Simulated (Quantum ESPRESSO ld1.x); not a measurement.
Values are calculated unless marked as measured or tabulated.
All-electron atom: Tb2+ in [Xe] 4f6.5 5d0.5 6s2 (fractional occupations, a model configuration). Code: ld1.x of Quantum ESPRESSO 7.5. Model: scalar-relativistic Kohn-Sham, BLYP, spin-unpolarised, spherical densities, point nucleus. Some entries of the table are withheld. Estimate them.

orbital,occ.,eigenvalue (eV),<r^2> (bohr^2),<1/r> (bohr^-1)
1s,2,-51906.2,0.0006314,73.12
2s,2,-8637.65,0.009888,(1)
2p,6,-7679.35,(2),15.81
3s,2,-1948.58,0.06549,6.236
3p,6,-1653.15,0.06572,5.854
3d,10,-1268.18,0.05511,5.553
4s,2,-417.721,0.3283,2.639
4p,6,-320.011,0.3700,2.426
4d,10,-185.870,0.4402,2.148
5s,2,-76.5464,1.792,1.053
5p,6,-51.4812,2.373,0.9048
4f,6.5,-39.2996,0.7416,1.655
5d,0.5,-21.3530,4.785,0.6333
6s,2,-18.6027,10.50,0.4155

Answer. 
(1) 2s <1/r> (bohr^-1): 16.97
(2) 2p <r^2> (bohr^2): 0.007988
